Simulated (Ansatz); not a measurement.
`C[SiH2]F` + `N[SiH](N)F` → `CN[SiH](N)F` + `F[SiH3]`  (substitution at a C–Si bond)

Gas-phase electronic energies from Ansatz, PBE0-D4/def2-TZVP geometries. CBS: MP2 limit from def2 TZ/QZ plus the TZ coupled-cluster correction, frozen cores. This one scheme is used for every species. One conformer a species, not always the lowest.

```csv
species,SCS-MP2/def2-QZVPP energy (Eh)
`C[SiH2]F`,-429.92611
`N[SiH](N)F`,-501.32338
`CN[SiH](N)F`,-540.54460
`F[SiH3]`,-390.67091
```

(1) Work out ΔE.

Largest T1 diagnostic among the species: 0.011.

## Answers

(1) ΔE = (-540.54460) + (-390.67091) − (-429.92611) − (-501.32338) = 0.03398 Eh = +89.2 kJ/mol. CCSD(T)/CBS gives +92.2 kJ/mol.

Leaving LDA and LC-ωPBE aside and taking each functional with its dispersion term where it has one, the values, not all of them listed here, spread over 11.4 kJ/mol, from BLYP-D4 to B97M-V. In def2-TZVPP, CCSD(T) changes the Hartree–Fock value by +4.2 kJ/mol (the triples alone add +0.1 kJ/mol) and MP2 by +8.0 kJ/mol. At CCSD(T), def2-SVP lies −21.7 kJ/mol from the extrapolated value and def2-TZVPP −3.3 kJ/mol.
